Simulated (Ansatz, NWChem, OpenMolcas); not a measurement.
# Abstraction of Br: BBrCl2 + GeH2Br → BCl2 + GeH2Br2

Species: BBrCl2 (bromodichloroborane) `ClB(Cl)Br`, singlet; GeH2Br `[GeH2][Br]`, doublet; BCl2 `Cl[B]Cl`, doublet; GeH2Br2 `[Br][GeH2][Br]`, singlet. A radical takes Br: the energy is the difference in strength between the B–Br bond broken and the Ge–Br bond made.

Shapes, held fixed at every level: PBE0-D4/def2-TZVP. Programs: Ansatz 0.2.0, NWChem 7.3.0, OpenMolcas 26.06. A level may come from different programs for different species; with the same settings they agree closely. The zero-point and thermal change to 298 K, harmonic and unscaled (PBE0-D4/def2-TZVP), is +1.2 kJ/mol.

```
             level                    kind  ΔH(298 K) (kJ/mol)  less CCSD(T)/def2-TZVPP
      MP2/def2-SVP     perturbation theory               +87.4                    +14.9
       HF/def2-SVP            Hartree–Fock               +62.4                    -10.1
 PBE-D4/def2-TZVPP                     GGA               +79.9                     +7.4
wB97M-V/def2-TZVPP  range-separated hybrid               +86.1                    +13.6
 B2PLYP/def2-TZVPP           double hybrid               +74.3                     +1.8
     CCSD/def2-SVP   coupled cluster or CI               +83.6                    +11.1
CCSD(T)/def2-TZVPP   coupled cluster or CI               +72.5                      0.0
```

The highest level, CCSD(T)/def2-TZVPP, gives ΔH(298 K) = +72.5 kJ/mol; the levels span +62.4 to +87.4. The column of differences is taken from that level and isn't an error. No measured value is set beside it here. Open shells run unrestricted. Relativity is left out for Br, Ge. Outer-core shells of Br, Ge are correlated, in sets that cover them unevenly.
